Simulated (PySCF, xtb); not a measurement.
Br2GaH2N, SMILES [Br][Ga]([NH2])[Br].

GFN2-xTB (xtb) at its own geometry gives an orbital gap of 3.55 eV and a dipole moment of 4.41 D.

Coordinates come from a r2SCAN-D4/def2-SVP optimisation. The structure was generated by enumeration; whether it is a known compound was not checked. One conformer was computed; it need not be the lowest.

**Question.** What does PBE/def2-TZVP in PySCF give? (An estimate is asked for; the answer gives what the named calculation found.)

**Answer.** gap 4.38 eV (levels -6.58 and -2.20 eV), dipole 2.46 D.
